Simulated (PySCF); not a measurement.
Al(Vi)(OH)(NH2), SMILES C=[CH][Al]([NH2])[OH] (C2H6AlNO), B3LYP/def2-SVP optimised geometry. Atoms within 1.6 Å of the plane z = 0.8 Å (x, y, z in Å): Al1 (-0.13, 0.72, 0.00), C2 (-1.15, -0.93, 0.00), C3 (-0.61, -2.16, 0.06), H4 (-2.25, -0.89, -0.04), H5 (-1.21, -3.08, 0.06), H6 (0.48, -2.33, 0.11), O7 (-1.02, 2.18, 0.00), H8 (-0.70, 3.08, -0.01), N9 (1.65, 0.72, 0.00), H10 (2.25, 1.54, 0.01), H11 (2.23, -0.11, -0.02).

Calculation: B3LYP/def2-TZVP run with PySCF 2.14.0.

Map of the log10 of the electron density (e/bohr³), floored at −4 on the plane z = 0.8 Å:

```
|                               |
|                               |
|                               |
|            ...                |
|          .:---:               |
|         .-==+=-:              |
|        .-=+***+-.             |
|       .-=*#%%#+=:.....        |
|       .-+#%@@%*+------:.      |
|       :=+#@@@%#+==+++=-:      |
|       .-+#%@@%#****##*+-.     |
|       .-=*#%%%#*##%%%#+-.     |
|        :-+*#####%%@@%#+-:     |
|       .:-=+*####%@@@%#+-:     |
|       :-=+*#####%@@@%#+-.     |
|      :-=+*#%%%####%%%#+-.     |
|     .-=+*#%%%%#****##*=-.     |
|     .-+*#%%@@%#+==+++=-:      |
|     .-+*#%@@@%#+=-----:.      |
|     .-=+*#%@@%#*+=-::.        |
|      :-=+#%@@@%#*+-:          |
|       :-=*#@@@@%#*=:          |
|       .:=*#%@@%%#+=:          |
|        :=*#%%###*+-.          |
|        :=+###*++=-:           |
|        .-=+*++=-::            |
|         :-===-:..             |
|          .:::.                |
|                               |
|                               |
|                               |
```
Scale: ten equal steps from -4.00 (start of ' ') to -0.978 (end of '@'), in the order ' .:-=+*#%@'; x runs from -5.50 to 5.50, y from -5.50 (bottom) to 5.50 (top).
